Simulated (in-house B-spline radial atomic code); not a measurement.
The copper ion Cu⁷⁺: [Ar] 3d4

All numbers are computed (non-relativistic TPSSh, spin-polarised, spherical fractional occupations; point nucleus) with a radial B-spline atomic code at the basis-set limit, not measured.

Screening seen three ways: the hydrogenic charge with the same mean radius, Z_r = [3n² - l(l+1)]/(2<r>), the one with the same energy, Z_e = n√(-2ε), and Slater's rules. Values are occupation-weighted means over spin.

```csv
shell,electrons,ε (eV),<r> (bohr),Z_r,Z_e,Slater
1s,2,-8943.6,0.05288,28.37,25.64,28.70
2s,2,-1216.5,0.2381,25.20,18.91,24.85
2p,6,-1085,0.2076,24.08,17.86,24.85
3s,2,-265.06,0.6822,19.79,13.24,17.75
3p,6,-222.55,0.6922,18.06,12.13,17.75
3d,4,-154.96,0.6927,15.16,10.12,9.95
```

The least bound orbital is 3d up at -155 eV, while the most diffuse is 3p down (<r> = 0.6952 bohr against 0.6927 bohr): energy order and size order differ.

Caution: exact exchange at fractional occupations of open shells leaves self-interaction of up to several eV.
